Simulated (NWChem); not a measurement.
# HSOF2 cation; SMILES [OH+]=S(F)F

```xyz
5

O      0.1806     1.4375     0.0000
S     -0.4532     0.0440     0.0000
F      0.2769    -0.6870    -1.1597
F      0.2769    -0.6870     1.1597
H      1.1618     1.5528     0.0000
```
Atoms are numbered in this order, from 1.

Level: PBE0/def2-SVP (NWChem), optimised geometry, unscaled harmonic frequencies. 

Question: List the harmonic frequencies with IR intensities, and the thermochemistry.

Answer: 
| frequency (cm⁻¹) | IR intensity (km/mol) |
|---|---|
| 317 | 31.4 |
| 383 | 26.4 |
| 487 | 58.4 |
| 489 | 175.5 |
| 898 | 70.9 |
| 937 | 190.7 |
| 977 | 310.0 |
| 1116 | 39.8 |
| 3592 | 431.9 |

The zero-point energy is 13.1 kcal/mol and the thermal correction to the enthalpy at 298.15 K (with zero-point energy) is 16.4 kcal/mol. The heat capacity Cv is 13.3 cal/(mol K) and the entropy at 298.15 K and 1 atm (symmetry number 1) comes out as 67.9 cal/(mol K).

Rigid rotor and harmonic oscillator.
